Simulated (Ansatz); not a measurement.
Mulliken charges of CH₅FSiZn, SMILES `[F][Zn][CH2][SiH3]` from r2SCAN/def2-TZVPP in Ansatz (PBE0-D4/def2-TZVP geometry).

| atom | x (Å) | y (Å) | z (Å) | charge (e) |
| --- | --- | --- | --- | --- |
| F1 | 3.355 | -1.348 | -0.226 | -0.479 |
| Zn2 | 1.900 | -0.371 | -0.240 | 0.546 |
| C3 | 0.315 | 0.703 | -0.259 | -0.296 |
| Si4 | -1.215 | -0.217 | 0.280 | 0.242 |
| H5 | 0.485 | 1.563 | 0.397 | 0.105 |
| H6 | 0.183 | 1.087 | -1.275 | 0.105 |
| H7 | -1.458 | -1.384 | -0.611 | -0.073 |
| H8 | -2.427 | 0.649 | 0.248 | -0.077 |
| H9 | -1.050 | -0.727 | 1.669 | -0.073 |

By hand: the dipole of these point charges (1 e Å = 4.8032 D).

Σ q r = (-0.517, 0.565, -0.067) e Å, of length 0.769 e Å = 3.69 D.

How does the dipole of the full density compare? (An estimate is asked.)

Ansatz gave: (-0.324, 0.420, -0.061) e Å, 2.56 D; the point charges give 1.44 times that, at 5° from its direction.

Point charges leave out the atoms' own dipoles, such as those of lone pairs, and Mulliken's split depends on the basis, so the two needn't agree.
